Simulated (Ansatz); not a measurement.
CH7FOSi2 can be A, `C[SiH2][SiH](O)F`, or B, `FCO[SiH2][SiH3]`.

Gas-phase electronic energies from Ansatz, PBE0-D4/def2-TZVP geometries. CBS: MP2 limit from def2 TZ/QZ plus the TZ coupled-cluster correction, frozen cores. Functionals use def2-TZVPP. Each species was taken in one conformer, which may not be the lowest.

A:

Z-matrix (Å, degrees):
```
C
Si 1 1.875
H 1 1.092 2 110.3
H 1 1.092 2 110.6 3 -119.7
H 1 1.092 2 110.8 3 120.2
Si 2 2.340 1 110.8 3 58.4
H 2 1.490 1 111.0 3 -61.5
H 2 1.490 1 111.0 3 179.0
F 6 1.607 2 109.5 1 65.6
O 6 1.640 2 106.5 1 -52.7
H 6 1.489 2 116.2 1 -176.0
H 10 0.959 6 118.8 2 -171.1
```

B:

```xyz
12

F     1.2060   -2.0261    0.4394
C     1.3774   -0.8028    1.0518
O     0.1817   -0.3224    1.5111
Si   -1.1330    0.0007    0.5392
Si   -0.4975    0.9724   -1.5030
H     2.0474   -0.9488    1.9021
H     1.8278   -0.1388    0.3017
H    -1.9132   -1.2382    0.2832
H    -1.9692    0.9356    1.3314
H     0.3071    0.0308   -2.3265
H     0.2993    2.2096   -1.2794
H    -1.7339    1.3280   -2.2508
```

Problem. Which isomer does CCSD(T)/CBS put lower? Give the gap. (Estimate.)

Solution. Computed: A, by 297.1 kJ/mol.

Problem. Give E(B) − E(A) in kJ/mol with MP2/def2-TZVPP, r2SCAN-D4, ωB97M-V, PBE-D4, B2PLYP, PBE0-D4, HF/def2-TZVPP. (Best estimate.)

Solution. Computed: MP2/def2-TZVPP 303.9, r2SCAN-D4 287.0, ωB97M-V 287.8, PBE-D4 275.4, B2PLYP 289.9, PBE0-D4 281.9, HF/def2-TZVPP 278.7. None reverses the order clearly.

Largest T1 diagnostic: 0.013.

In def2-TZVPP, CCSD(T) changes the Hartree–Fock value by +8.6 kJ/mol (the triples alone add −1.0 kJ/mol) and MP2 by +25.2 kJ/mol. From PBE to PBE0 (25 % exact exchange), in def2-TZVPP and without D4, E(B) − E(A) moves by +6.5 kJ/mol.
